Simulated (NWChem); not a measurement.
System: BaCl2; SMILES [Cl][Ba][Cl]

NWChem input:

```
start job
memory heap 200 mb stack 900 mb global 1100 mb
geometry units angstroms noautosym nocenter noautoz
  Ba     0.000000     0.000000     0.408137
  Cl     2.422616     0.000000    -0.904436
  Cl    -2.422616     0.000000    -0.904436
end
basis spherical
  Ba library def2-svp
  Cl library def2-svp
end
ecp
  Ba library def2-ecp
end
dft
  xc hfexch
  iterations 150
end
property
  response 1 0.0
end
task dft property
```

Geometry: optimised at PBE-D3(BJ)/def2-SVP. def2 effective core potentials on Ba; no spin-orbit coupling.

Static field.

Problem. What results follow from this input? (Hartree-Fock/def2-SVP with def2 effective core potentials on Ba.) Quantities: basis functions; isotropic polarisability (bohr³); anisotropy (bohr³).

Solution. 
```yaml
number_of_basis_functions: 59
isotropic polarisability (bohr³): 44.9
anisotropy (bohr³): 23.5
```
